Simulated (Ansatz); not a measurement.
C2H8OSi3, SMILES O[Si@H]1C=C[Si@@H]1[SiH3].

Geometry optimised at B3LYP-D3(BJ)/def2-SVP. The structure was generated by enumeration; whether it is a known compound was not checked. Other conformers were not sampled.

Two levels are set side by side: PBE/def2-SVPD (Ansatz, a program for electronic structure) and CAM-B3LYP/def2-SVPD (Ansatz). Energy differences of separate SCF runs at the same geometry; the states with an electron removed or added have multiplicity 2 and 2. Differences are taken from unrounded values.

| quantity | CAM-B3LYP | PBE | PBE minus CAM-B3LYP |
|---|---|---|---|
| vertical ionisation energy (eV) | 9.13 | 8.71 | -0.41 |
| vertical singlet–triplet gap (eV) | 4.10 | 4.02 | -0.09 |
